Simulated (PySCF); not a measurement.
# Radial density of He (helium, neutral)

UHF, 1s1 3d1, 1s spin antiparallel (an excited configuration). Computed with PySCF 2.14 in aug-cc-pVTZ with one added diffuse shell each of s, p, d type (5s4p3d, 32 functions), with the non-relativistic Hamiltonian (point nucleus).

| r (bohr) | 4πr²ρ (e/bohr) | 4πr²(ρα − ρβ) |
| --- | --- | --- |
| 0.0105 | 0.003365 | -0.0034 |
| 0.0176 | 0.009410 | -0.0094 |
| 0.0296 | 0.02581 | -0.0258 |
| 0.0498 | 0.06767 | -0.0677 |
| 0.0838 | 0.1647 | -0.1647 |
| 0.141 | 0.3683 | -0.3683 |
| 0.237 | 0.6977 | -0.6977 |
| 0.399 | 1.024 | -1.0238 |
| 0.671 | 0.9722 | -0.9716 |
| 1.13 | 0.4558 | -0.4494 |
| 1.90 | 0.1075 | -0.0112 |
| 3.19 | 0.3291 | 0.3272 |
| 5.37 | 0.1395 | 0.1395 |
| 9.03 | 3.876e-05 | 0.0000 |

The outer electron is Rydberg-like, and this basis confines it to a smaller radius and binds it less than a complete one would. With the s spin flipped the determinant is a mixture of two multiplicities, not a spectroscopic state. At UHF the highest occupied level has a positive energy, so only the finite basis holds that electron; for this excited configuration the basis is too tight for the outer shell.
